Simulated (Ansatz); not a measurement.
`[OH][In]([F])[F]` + HCl → `[F][In]([F])[Cl]` + H₂O at 400 K and 1 bar (ligand exchange at the In–O bond).

Isolated molecules relaxed with PBE0-D4/def2-TZVP in Ansatz; ΔE leaves out vibrations. CCSD(T)/CBS adds triple-zeta CCSD(T) − MP2 to the extrapolated MP2 energy (def2 sets, frozen cores). This one scheme is used for every species. def2 core potentials past Kr. For In outer-core shells are correlated without core-valence functions, which leaves a few kJ/mol of doubt a bond. One conformer a species, not always the lowest.

| species | CCSD(T)/CBS energy (Eh) | H − E (kJ/mol) | S (J/(mol·K)) |
| --- | --- | --- | --- |
| `[OH][In]([F])[F]` | -465.24461 | 69.7 | 356.1 |
| HCl | -460.38127 | 29.6 | 195.4 |
| `[F][In]([F])[Cl]` | -849.27843 | 36.5 | 350.7 |
| H₂O | -76.37941 | 69.8 | 198.6 |

H − E and S are ideal-gas, rigid-rotor, harmonic terms from PBE0-D4/def2-TZVP, for one conformer and one mirror image of each species. 1 Eh = 2625.50 kJ/mol, R = 8.31446 J/(mol·K).

Question: By hand: ΔE, ΔH, ΔS and ΔG.

Answer: ΔE = (-849.27843) + (-76.37941) − (-465.24461) − (-460.38127) = -0.03196 Eh = -83.9 kJ/mol. Δ(H − E) = 36.5 + 69.8 − 69.7 − 29.6 = 7.0, so ΔH = -76.9 kJ/mol. ΔS = 350.7 + 198.6 − 356.1 − 195.4 = -2.2 J/(mol·K). ΔG = -76.9 − 400 × (-2.2)/1000 = -76.0 kJ/mol.

Question: By hand: the equilibrium constant, and the temperature at which ΔG would vanish if ΔH and ΔS stayed fixed.

Answer: log₁₀ K = −ΔG/(RT ln 10) = 9.9. ΔG = 0 at ΔH/ΔS = 34955 K, far beyond where these terms or the molecules hold.

The number of gas molecules stays the same, so ΔS is small and ΔH decides. A doubt of 5 kJ/mol in ΔE shifts log₁₀ K by 0.7 here. Other conformers and mirror images would add mixing entropy, several J/(mol·K) or more a flexible species. These are equilibria of isolated gas molecules and say nothing of rates. Largest T1 diagnostic: 0.018 (customary marks: 0.02 for closed shells, 0.045 for open ones).
